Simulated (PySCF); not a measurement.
Job file and geometry (Å, from GFN2-xTB) of an NMR shielding run on `CCC(=O)C/C=C/B(Cl)Cl`, C6H9BCl2O, GIAO PBE0/pcSseg-1 NMR shielding, non-relativistic, gas phase (PySCF 2.14.0, density-fitted response routines); density fitting, a coarse starting grid and PySCF grid level 2 are the driver's defaults:

```
$ OMP_NUM_THREADS=1 python probes_run.py task.json out

{"job": {"kind": "nmr", "xc": "PBE0", "basis": "pcSseg-1"}, "charge": 0, "multiplicity": 1}
C     -2.872877    -0.524032    -1.086708
C     -1.563981    -0.639953    -0.315811
C     -1.106814     0.690488     0.229835
O     -1.606743     1.740988    -0.062545
C      0.075544     0.620374     1.205994
C      1.249035    -0.036824     0.572780
C      2.314122     0.620972     0.096235
B      3.517052    -0.047959    -0.600380
Cl     4.847172     0.896390    -1.150250
Cl     3.564424    -1.754822    -0.855085
H     -2.767369     0.193278    -1.896190
H     -3.668121    -0.178533    -0.430975
H     -3.155234    -1.487054    -1.503514
H     -1.659916    -1.352224     0.506211
H     -0.771909    -1.006710    -0.974995
H      0.317565     1.640446     1.506862
H     -0.252999     0.050258     2.077355
H      1.206912    -1.114773     0.481137
H      2.324333     1.698941     0.207745
```

Task: Write the output of this run.

Result: 
```
coarse grid: 17520 points
cycle   1  E = -1253.6121066980  dE =  1.388e+00  |g| = 8.382e-01  |ddm| = 3.933e+00
cycle   2  E = -1253.1570463522  dE =  4.551e-01  |g| = 1.731e+00  |ddm| = 2.383e+00
cycle   3  E = -1253.7513353616  dE = -5.943e-01  |g| = 2.157e-01  |ddm| = 1.876e+00
cycle   4  E = -1253.7615906225  dE = -1.026e-02  |g| = 6.546e-02  |ddm| = 2.361e-01
cycle   5  E = -1253.7625150553  dE = -9.244e-04  |g| = 1.750e-02  |ddm| = 6.439e-02
cycle   6  E = -1253.7625784101  dE = -6.335e-05  |g| = 8.395e-03  |ddm| = 2.121e-02
cycle   7  E = -1253.7625947617  dE = -1.635e-05  |g| = 2.733e-03  |ddm| = 8.008e-03
cycle   8  E = -1253.7625964185  dE = -1.657e-06  |g| = 5.305e-04  |ddm| = 2.822e-03
final grid: 161504 points
cycle   9  E = -1253.8296684527  dE = -4.536e-05  |g| = 1.304e-02  |ddm| = 3.558e-02
cycle  10  E = -1253.8295951650  dE =  7.329e-05  |g| = 2.340e-02  |ddm| = 2.759e-02
cycle  11  E = -1253.8297015682  dE = -1.064e-04  |g| = 3.194e-03  |ddm| = 1.962e-02
cycle  12  E = -1253.8297035816  dE = -2.013e-06  |g| = 5.058e-04  |ddm| = 2.811e-03
cycle  13  E = -1253.8297036302  dE = -4.864e-08  |g| = 2.053e-04  |ddm| = 5.668e-04
cycle  14  E = -1253.8297036403  dE = -1.002e-08  |g| = 6.432e-05  |ddm| = 2.185e-04
cycle  15  E = -1253.8297036413  dE = -1.027e-09  |g| = 1.467e-05  |ddm| = 6.509e-05
cycle  16  E = -1253.8297036413  dE = -5.321e-11  |g| = 3.711e-06  |ddm| = 1.566e-05
converged SCF energy = -1253.8297036413

GIAO shielding tensors (ppm)
atom      isotropic    diamagn.    paramagn.     s11        s22        s33       span
  0 C      177.550     243.358     -65.808    173.151    175.226    184.273     11.122
  1 C      147.610     254.541    -106.931    128.098    138.885    175.848     47.750
  2 C      -21.274     252.885    -274.160   -110.079    -47.099     93.354    203.433
  3 O     -319.125     399.430    -718.555   -881.657   -408.209    332.490   1214.147
  4 C      127.924     251.632    -123.708    101.896    125.282    156.593     54.697
  5 C       22.771     259.740    -236.969    -97.406      8.841    156.877    254.284
  6 C       46.311     256.304    -209.992    -55.507     48.457    145.984    201.491
  7 B       48.354     191.127    -142.773     21.566     36.742     86.756     65.190
  8 Cl     691.260    1145.024    -453.765    433.475    743.534    896.770    463.295
  9 Cl     739.742    1147.484    -407.742    458.948    796.998    963.279    504.331
 10 H       30.291      29.004       1.287     26.077     28.418     36.378     10.302
 11 H       30.713      27.842       2.870     26.577     28.165     37.395     10.817
 12 H       30.844      27.213       3.631     26.084     28.726     37.722     11.638
 13 H       29.175      32.817      -3.643     24.941     30.034     32.549      7.609
 14 H       29.325      33.979      -4.654     24.096     29.143     34.735     10.639
 15 H       28.350      32.944      -4.594     25.093     28.844     31.113      6.020
 16 H       28.190      31.507      -3.317     26.071     27.552     30.945      4.874
 17 H       24.126      34.414     -10.288     19.488     22.552     30.338     10.851
 18 H       25.331      32.802      -7.471     21.993     23.376     30.626      8.633
```

Size and cost of the density-fitted run: 229 basis functions, 79 s wall time on 1 thread of an Arm Neoverse N1, shared host; peak memory 1.1 GiB.
